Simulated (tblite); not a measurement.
Input of a run (GFN2-xTB geometry optimisation, gas phase (tblite 0.8.0)), started from a force field or distance geometry:
```
{"job": {"kind": "relax", "xc": "GFN2-xTB", "basis": "xTB"}, "charge": 0, "multiplicity": 1}
C     -2.578900     0.850500     0.223100
C     -1.998900    -0.531200     0.019700
C     -0.502800    -0.498600    -0.249800
Cl    -0.121200    -0.033500    -1.884800
C      0.389300    -0.828800     0.688800
S      2.095800    -0.858000     0.435700
C      2.539700     0.854600     0.237400
O      2.703300    -1.283200     1.695400
O      2.433100    -1.560700    -0.786600
H     -2.099500     1.380600     1.051800
H     -3.656400     0.774700     0.460000
H     -2.493800     1.460100    -0.678300
H     -2.196800    -1.126100     0.942400
H     -2.513000    -1.051800    -0.788200
H      0.068600    -1.115900     1.674300
H      2.166800     1.416500     1.112500
H      2.127800     1.248400    -0.683700
H      3.628100     0.908700     0.205400
```

Output (eV, eV/Å):
```
step      E/eV     max force
  0    -848.21326    2.201
  1    -848.32190    0.990
  2    -848.34975    0.473
  3    -848.36901    0.325
  4    -848.37823    0.278
  5    -848.38438    0.183
  6    -848.38791    0.171
  7    -848.39148    0.171
  8    -848.39544    0.148
  9    -848.39839    0.138
 10    -848.40011    0.105
 11    -848.40139    0.095
 12    -848.40254    0.073
 13    -848.40375    0.098
 14    -848.40502    0.101
 15    -848.40630    0.084
 16    -848.40756    0.074
 17    -848.40881    0.089
 18    -848.41005    0.085
 19    -848.41111    0.082
 20    -848.41180    0.060
 21    -848.41218    0.043
 22    -848.41246    0.044
 23    -848.41274    0.041
 24    -848.41301    0.043
 25    -848.41322    0.030
 26    -848.41337    0.030
 27    -848.41352    0.029
 28    -848.41369    0.037
 29    -848.41387    0.033
 30    -848.41406    0.029
 31    -848.41425    0.032
 32    -848.41442    0.036
 33    -848.41458    0.032
 34    -848.41475    0.028
 35    -848.41491    0.031
 36    -848.41508    0.035
 37    -848.41523    0.028
 38    -848.41539    0.024
 39    -848.41555    0.030
 40    -848.41573    0.035
 41    -848.41593    0.040
 42    -848.41612    0.033
 43    -848.41629    0.033
 44    -848.41644    0.034
 45    -848.41658    0.031
 46    -848.41671    0.030
 47    -848.41682    0.025
 48    -848.41692    0.025
 49    -848.41700    0.024
 50    -848.41706    0.015
 51    -848.41710    0.017
 52    -848.41713    0.014
 53    -848.41716    0.015
 54    -848.41719    0.013
 55    -848.41721    0.010
 56    -848.41723    0.012
 57    -848.41725    0.013
 58    -848.41727    0.012
 59    -848.41730    0.013
 60    -848.41732    0.010
 61    -848.41734    0.011
 62    -848.41736    0.011
 63    -848.41739    0.014
 64    -848.41743    0.016
 65    -848.41747    0.015
 66    -848.41751    0.015
 67    -848.41756    0.021
 68    -848.41763    0.025
 69    -848.41773    0.027
 70    -848.41788    0.028
 71    -848.41803    0.027
 72    -848.41817    0.032
 73    -848.41831    0.033
 74    -848.41845    0.025
 75    -848.41855    0.018
 76    -848.41860    0.018
 77    -848.41865    0.018
 78    -848.41870    0.017
 79    -848.41874    0.016
 80    -848.41876    0.010
```

Task: Summarise the run.

Result: The energy falls by 19.8 kJ/mol over 80 L-BFGS steps, the largest force on an atom goes from 2.20 to 0.010 eV/Å, and the atoms move by 0.133 Å rms after alignment. The bond that changes most is C5–S6 (alkene CH carbon to sulfonyl sulfur), which lengthens by 0.070 Å. Bonds longer at the end by more than 0.005 Å: 3 of 17; shorter: 11. Among the angles that change most is Cl4–C3–C5, from 125.4° to 119.5°. The energy never rose by more than 1e-5 eV on the way. The first step brought 53 % of the lowering.

Task: What are the final bond lengths?

Result: C1–C2 1.530 Å, C2–C3 1.497 Å, C3–Cl4 1.719 Å, C3=C5 1.324 Å, C5–S6 1.796 Å, S6–C7 1.815 Å, S6=O8 1.436 Å, S6=O9 1.435 Å, C1–H10 1.087 Å, C1–H11 1.086 Å, C1–H12 1.086 Å, C2–H13 1.090 Å, C2–H14 1.091 Å, C5–H15 1.074 Å, C7–H16 1.082 Å, C7–H17 1.082 Å, C7–H18 1.083 Å. Numbering counts from 1 in the input's order; the species is `O=S(=O)(/C=C(\Cl)CC)C`.

Hardware: one thread of an AMD EPYC (shared host). Cost: 2.4 s wall.

Its GFN2-xTB frequencies are all real (lowest 48 cm⁻¹). The numbers are those of one conformer.

The values belong to the conformer `[CH3:1][CH2:2]/[C:3]([Cl:4])=[CH:5]/[S:6]([CH3:7])(=[O:8])=[O:9]`: C1–C2–C3–Cl4 -70°, C3–C5–S6–C7 71°.

These are computed values.
